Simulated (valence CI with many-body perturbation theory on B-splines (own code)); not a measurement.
# Questions on Ta³⁹⁺

Level of theory: relativistic CI+MBPT: six valence electrons over a frozen Dirac-Fock core [Ar] 3d10, radial functions for each j: 9 s, 9 p, 8 d, 6 f, 3 g, 1 h, with the one-electron correlation potential Σ1, the two-electron term Σ2, the three-electron term Σ3, Breit, model QED; selected CI, second order for the rest, scaled by the run's own slope (own B-spline code, finite nucleus).

No measured spectrum was set against this ion. As an estimate, large intervals hold to a few tenths of a per cent, small ones and those within an open d or f shell to about a per cent. Among the levels kept, up to 640 cm⁻¹ of a level comes from second order outside the variational space, and about a tenth of that is noise between levels of different J, which matters for small intervals.

Levels are named by their leading jj configuration (3d3/2^4 stands for four electrons in 3d with j = 3/2), which in mixed levels can hold well under half, so a name can repeat and another be missing.

Rates and lifetimes use the calculated energies. Strong lines usually hold to 10 to 20 %, long lifetimes can be off by a factor of two.

Q: What is the ground level?

A: (4s^2 4p1/2^2 4p3/2^2) J=2, composition 69 % 4s²4p⁴ ³P + 30 % 4s²4p⁴ ¹D, g = 1.345.

Q: What is the ionisation energy?

A: 1858.9 eV; NIST lists 1857 ± 4 eV (theoretical).

Q: Where does the other parity begin?

A: At (4s^2 4p1/2^2 4p3/2 4d3/2) J=2, 1207000 cm⁻¹.

Q: Among levels below 2314600 cm⁻¹, which E1 lines absorb most strongly from the ground level?

A: to (4s^2 4p1/2 4p3/2^2 4d3/2) J=3 at 4.885 nm, f = 0.746; to (4s^2 4p1/2 4p3/2^2 4d3/2) J=2 at 4.891 nm, f = 0.576; to (4s^2 4p1/2^2 4p3/2 4d5/2) J=3 at 6.778 nm, f = 0.392.

Q: Name the longest-lived excited levels whose lifetime is computed, and their main decay.

A: (4s^2 4p1/2^2 4p3/2^2) J=0 at 69473 cm⁻¹ lives 185 ms, mostly by E2 to (4s^2 4p1/2^2 4p3/2^2) J=2; (4s^2 4p1/2^2 4p3/2 4d5/2) J=4 at 1370300 cm⁻¹ lives 28.1 μs, mostly by M1 to (4s^2 4p1/2^2 4p3/2 4d3/2) J=3; (4s^2 4p1/2 4p3/2^2 4d3/2) J=4 at 1926300 cm⁻¹ lives 929 ns, mostly by M1 to (4s^2 4p1/2^2 4p3/2 4d3/2) J=3.
